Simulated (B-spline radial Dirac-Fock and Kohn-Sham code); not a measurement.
These are calculated numbers from an atomic code on a B-spline grid; the model is Dirac-Fock (average of configuration) total-energy differences with a finite nucleus, the Breit interaction including its frequency dependence, and self-energy and vacuum-polarisation corrections. Free neutral atoms.

**Question.** Order these X-ray lines by photon energy, lowest first.
A. Cs Kβ3
B. Nd Kβ1
C. Xe Kα1
D. Eu Kβ2''
E. Xe Kβ3
F. I Kα2

**Answer.** F (28315.1 eV), C (29776.3 eV), E (33558.0 eV), A (34912.7 eV), B (42267.2 eV), D (48219.3 eV).
